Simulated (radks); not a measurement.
Values are calculated unless marked as measured or tabulated.
The mean radii <r> (bohr) of the occupied orbitals of an atom or ion are listed with their occupations. Code: a radial shooting solver on a logarithmic mesh with Libxc functionals. Model: scalar-relativistic Kohn-Sham, SCAN, spin-unpolarised, spherical densities, finite nucleus; meta-GGA in the generalised Kohn-Sham scheme; Fermi nuclear charge, rms radius of each element as measured or else 0.836 A^(1/3) + 0.57 fm.

| orbital | occ. | <r> |
|---|---|---|
| 1s | 2 | 0.02457 |
| 2s | 2 | 0.1052 |
| 2p | 6 | 0.09237 |
| 3s | 2 | 0.2780 |
| 3p | 6 | 0.2763 |
| 3d | 10 | 0.2535 |
| 4s | 2 | 0.6338 |
| 4p | 6 | 0.6690 |
| 4d | 10 | 0.7297 |
| 5s | 2 | 1.377 |
| 5p | 2 | 1.500 |

Name the element and its charge.

Answer. Z = 58, cerium, charge +8: Ce8+ in [Kr] 4d10 5s2 5p2. The 1s radius gives Z: for a bare nucleus <r> = (2 gamma + 1)/(2Z) with gamma = sqrt(1 - (Z/c)^2), 0.02424 bohr for Z = 58, and screening makes it slightly larger (0.02457 here). The occupations add up to 50, and the charge is Z minus that.
